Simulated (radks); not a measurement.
The numbers below are computed, except where a source is named.
Task: Ionisation of neutral silver, [Kr] 4d10 5s1, to Ag+, [Kr] 4d10, under several functionals. Dirac Kohn-Sham, spin-unpolarised, spherical densities, point nucleus; a radial shooting solver on a logarithmic mesh with Libxc functionals. The NIST Atomic Spectra Database gives 7.576 eV (measured). Rank these functionals by the error of their Delta-SCF ionisation energy: PBEsol; LDA (Slater exchange, VWN5 correlation); PW91; exchange-only LDA; exchange-only B88; LDA (Slater exchange, Perdew-Wang correlation); SOGGA; BP86; BLYP.

Result: From best to worst: SOGGA 7.622 eV (+0.046); PBEsol 7.748 eV (+0.172); PW91 7.828 eV (+0.251); BLYP 7.873 eV (+0.297); BP86 7.904 eV (+0.328); exchange-only B88 7.155 eV (-0.422); exchange-only LDA 7.106 eV (-0.470); LDA (Slater exchange, VWN5 correlation) 8.097 eV (+0.521); LDA (Slater exchange, Perdew-Wang correlation) 8.097 eV (+0.521). Spin polarisation and multiplet splitting are left out, so open shells lie too high by an amount that depends on their filling.

Beside tabulated values, note that spin-unpolarised runs miss the spin-polarisation part of the exchange energy of open shells.
